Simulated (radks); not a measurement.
Excited configurations of neutral calcium: one electron is placed in a higher orbital outside [Ar] 4s1. The ground configuration is [Ar] 4s2. Calculated with a radial shooting solver on a logarithmic mesh with Libxc functionals: non-relativistic Kohn-Sham, r2SCAN, spin-unpolarised, spherical densities, point nucleus; meta-GGA in the generalised Kohn-Sham scheme. Excitation = E - E(ground); binding = E(ion) - E, where the ion is the core of charge +1; n* = 1/sqrt(2 binding) in atomic units, and the quantum defect is n - n*.

| outer orbital | excitation (eV) | binding (eV) | n* | quantum defect | eigenvalue (eV) |
|---|---|---|---|---|---|
| 3d | 2.502 | 3.783 | 1.896 | 1.104 | -0.605 |
| 4p | 2.487 | 3.797 | 1.893 | 2.107 | -1.920 |
| 4f | 5.443 | 0.841 | 4.021 | -0.021 | -0.384 |
| 5s | 4.207 | 2.077 | 2.559 | 2.441 | -1.266 |
| 5p | 4.728 | 1.556 | 2.957 | 2.043 | -0.911 |
| 5d | 5.417 | 0.867 | 3.962 | 1.038 | -0.484 |
| 6p | 5.394 | 0.890 | 3.910 | 2.090 | -0.567 |
| 7p | 5.707 | 0.577 | 4.856 | 2.144 | -0.380 |

The Delta-SCF ionisation energy is 6.284 eV (NIST Atomic Spectra Database: 6.113 eV, measured). Self-interaction in the functional shifts the binding energies and quantum defects, so they are the method's values and not measured ones. Spin polarisation and multiplet splitting are left out, so open shells lie too high by an amount that depends on their filling.

Beside tabulated values, note that spin-unpolarised runs miss the spin-polarisation part of the exchange energy of open shells.
